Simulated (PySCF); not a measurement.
# How methods differ on the excitation energy of Mo²⁺

Mo²⁺ [Kr] 4d4 (5D) → Mo²⁺ [Kr] 4d3 5s1 (5F), as a difference of total energies. Calculation: PySCF 2.14, in aug-cc-pwCVDZ-PP with ECP28MDF (6s6p5d3f, 70 functions); scalar relativity through the core potential. Correlated levels: valence: 4s2 4p6 frozen. The calculations carry no spin-orbit coupling.

| method | excitation energy (eV) |
| --- | --- |
| UHF | 3.923 |
| MP2 (valence) | 4.103 |
| SCS-MP2 (valence) | 3.983 |
| CCSD (valence) | 4.105 |
| CCSD(T) (valence) | 4.105 |

**Question.** How much does correlation contribute at CCSD(T) (valence)?

**Answer.** 4.105 − (3.923) = 0.182 eV, measured against UHF.
